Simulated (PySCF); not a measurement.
What binds SrO: the parts of the energy along the bond

State: ¹Σ⁺, singlet, closed shell. RHF-based CCSD(T) in PySCF 2.14 with Sr cc-pwCVDZ-X2C, O aug-cc-pVDZ-DK and Sr cc-pwCVTZ-X2C, O aug-cc-pVTZ-DK (frozen core orbitals: 15; spin-free X2C with a Gaussian nucleus). Correlation energies are extrapolated as n⁻³ (n = 2, 3), Hartree–Fock as (n+1)·exp(−9√n). CV is the change on freezing 14 orbitals instead, in Sr cc-pwCVTZ-X2C, O cc-pCVTZ-DK. All energies in eV from Sr + O.

```csv
R (Å),HF/CBS,CCSD corr.,(T),CV,total
1.6779,0.193,-3.121,-0.3468,-0.0173,-3.292
1.7542,-0.327,-3.118,-0.3733,-0.0151,-3.834
1.8304,-0.593,-3.116,-0.4006,-0.0132,-4.123
1.9067,-0.662,-3.120,-0.4309,-0.0116,-4.225
1.9830,-0.581,-3.134,-0.4667,-0.0103,-4.192
2.0783,-0.326,-3.168,-0.5254,-0.0086,-4.028
2.1736,0.045,-3.221,-0.6111,-0.0064,-3.793
```

A fit to the total gives Re = 1.9222 Å, De = 4.227 eV, ωe = 655.8 cm⁻¹, Be = 0.3372 cm⁻¹ (masses 87.9056 and 15.9949 u).

Problem. At R = 1.9067 Å the CCSD correlation energy is -0.391014 hartree in the smaller basis and -0.510472 in the larger. Extrapolate it.

Solution. (3³·E3 − 2³·E2)/(3³ − 2³) = -0.56077 hartree; the larger basis holds 91.0 % of it.

The T1 diagnostic is 0.043, large enough to doubt a single reference. The open-shell atoms are computed with UHF. Spin–orbit coupling, excitations beyond (T) and corrections to the Born–Oppenheimer picture are left out.
